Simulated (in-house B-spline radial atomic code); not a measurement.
Kr⁶⁺. Computed with a B-spline radial atomic code. Model: all-electron spherical atom, spin shells full or empty, radial basis limit, no spin-orbit coupling, Breit or QED, empty-state partial waves extrapolated as (l+1/2)^-4, RPA, G0W0 and static COHSEX of the highest shell as one setting changes (uncorrelated shells keep exact exchange).

Given: element Kr; charge 6; filled core Ar; hamiltonian one-electron scalar X2C; mean-field start r2SCAN; highest l of empty states 9; nuclear rms radius 4.1884 fm; highest mean-field shell 4s.

Shell: 3d 5 5, 4s 1 1 (electrons up and down).

```
lowest nl shells left uncorrelated  RPA correlation energy (hartree)  G0W0 level (eV)  G0W0 minus most complete (meV)  COHSEX level (eV)  removal by RPA minus most complete (meV)
                                 0                           -2.2924          -109.81                               0            -112.27                                         0
                                 1                                 ?                ?                               ?                  ?                                         ?
                                 2                           -1.9568          -109.82                           -11.2             -112.3                                      13.6
                                 3                           -1.4516          -109.79                            10.9            -112.25                                       1.2
                                 4                                 ?                ?                               ?                  ?                                         ?
                                 5                          -0.76357          -109.85                           -48.9             -112.4                                      -4.8
                                 6                         -0.091618          -109.05                           753.9            -111.25                                    -951.5
```

What follows for lowest nl shells left uncorrelated = 1?

RPA correlation energy -2.137 hartree; G0W0 level -109.81 eV; G0W0 minus most complete 0.7 meV; COHSEX level -112.27 eV; removal by RPA minus most complete -0.3 meV.

What follows for lowest nl shells left uncorrelated = 4?

RPA correlation energy -1.2766 hartree; G0W0 level -109.93 eV; G0W0 minus most complete -125.7 meV; COHSEX level -112.5 eV; removal by RPA minus most complete 121.7 meV.
